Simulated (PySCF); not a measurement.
Excitations are Tamm–Dancoff values on a coarser integration grid. The basis has no diffuse functions, so Rydberg states are missing or too high.

Cartesian coordinates (Å):
SMILES: B[SiH3]
```xyz
7

B      1.2090    -0.0070     0.0499
Si    -0.7895     0.0055    -0.0995
H      1.8291     1.0095     0.1492
H      1.8203    -1.0317     0.1137
H     -1.3454     1.2254    -0.7433
H     -1.2636    -0.0082     1.3192
H     -1.3598    -1.1921    -0.7718
```
Charge 0, spin multiplicity 1.

Problem. Give the S1–T1 gap (TDA), dipole moment, HOMO–LUMO gap, brightest of the four lowest singlets (TDA), T1 excitation (TDA), total energy, HOMO and S1 excitation (TDA) at the level r2SCAN-D4/def2-TZVP in PySCF 2.14.0.

Solution. 
```
Item                                               Value
-------------------------------------------  -----------
S1–T1 gap (TDA)                                  1.17 eV
dipole moment                                     0.34 D
HOMO–LUMO gap                                    4.40 eV
brightest of the four lowest singlets (TDA)      6.17 eV
T1 excitation (TDA)                              3.40 eV
total energy                                 -8633.00 eV
HOMO                                            -7.52 eV
S1 excitation (TDA)                              4.57 eV
```
